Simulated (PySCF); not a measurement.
## Simulated absorption spectrum

Species: C5H9NOSi.
Geometry (GFN2-xTB, Å), atoms numbered from 1 in this order:
```xyz
17
C5H9NOSi angstrom
C     -1.896    1.642    0.592
C     -1.332    0.460    0.447
C     -1.627   -0.626   -0.555
N     -0.471   -1.450   -0.215
Si     0.017   -0.622    1.223
C      1.860   -0.083    1.180
C      2.444    0.282   -0.155
O      2.495   -0.031    2.208
H     -1.581    2.328    1.361
H     -2.700    1.978   -0.048
H     -1.608   -0.303   -1.601
H     -2.585   -1.116   -0.356
H     -0.437   -2.406   -0.529
H     -0.279   -1.151    2.556
H      1.883    1.123   -0.558
H      3.497    0.543   -0.072
H      2.314   -0.556   -0.837
```

Method used: TDDFT wB97X-D/def2-SVPD, vertical, gas phase, core orbitals frozen in the response (PySCF).

Computed states:

```csv
state,E (eV),f
S1,3.26,0.0020
S2,5.12,0.0044
S3,5.76,0.011
S4,6.11,0.030
S5,6.17,0.0037
S6,6.28,0.019
S7,6.56,0.031
S8,6.70,0.0036
```

Broadening: Gaussians 0.25 eV wide at half height, area fixed by f = 4.319×10⁻⁹ ∫ε dν̃. The width is an assumption, not a result. The curve ends short of the highest state used, and states not computed would add to its high-energy end.

(1) What does the envelope look like, and where are its maxima?

(2) Does any computed singlet lie in the visible range?

(3) Coming from long wavelengths, where does ε first pass 100 L mol⁻¹ cm⁻¹?

(4) On this curve, what absorbance would a 10⁻⁴ mol/L sample give at 355 nm over a 1 cm path?

## Answers

(1) 
E (eV), ε (L mol⁻¹ cm⁻¹) and a bar:
```
     2.89          0 
     2.96          4 
     3.04         24 
     3.11         76 #
     3.19        169 #
     3.26        214 ##
     3.34        164 #
     3.41         81 #
     3.48         26 
     3.56          4 
     3.63          1 
     3.71          0 
     3.78          0 
     3.86          0 
     3.93          0 
     4.01          0 
     4.08          0 
     4.16          0 
     4.23          0 
     4.31          0 
     4.38          0 
     4.45          0 
     4.53          0 
     4.60          0 
     4.68          0 
     4.75          1 
     4.83         13 
     4.90         60 
     4.98        211 ##
     5.05        395 ###
     5.13        475 ####
     5.20        350 ###
     5.28        145 #
     5.35         43 
     5.42         15 
     5.50         57 
     5.57        229 ##
     5.65        673 #####
     5.72       1089 ########
     5.80       1147 #########
     5.87        959 #######
     5.95       1346 ##########
     6.02       2571 ###################
     6.10       4047 ##############################
```

Maxima: 380 nm (3.26 eV), ε about 210, made up of S1 (100%); 242 nm (5.12 eV), ε about 480, made up of S2 (100%); 215 nm (5.77 eV), ε about 1200, made up of S3 (99%) (ε in L mol⁻¹ cm⁻¹; maxima over ε = 5, shares over 10%). At its high-energy end, 6.10 eV, the curve is still rising (ε about 4000, from S4 and S6).

(2) S1 lies in the visible range (380 to 750 nm), at 380 nm, f = 0.0020; light of that wavelength is violet, and its complementary colour is yellow-green; a Tamm–Dancoff triplet lies at 468 nm, without intensity as long as spin–orbit coupling is left out.

(3) At about 396 nm (3.13 eV), 0.13 eV below S1.

(4) 355 nm is 3.493 eV, where ε is about 20 L mol⁻¹ cm⁻¹, so A = ε c l ≈ 0.002 (Beer–Lambert, with the gas-phase spectrum and the assumed width).

The run took 2.0 min of wall time (grids of density and orbitals included) on one thread of an Arm Neoverse N1, shared host with 64 logical CPUs at a one-minute load of 62, and the process peaked at 1.0 GiB of memory.

One conformer stands for the species.
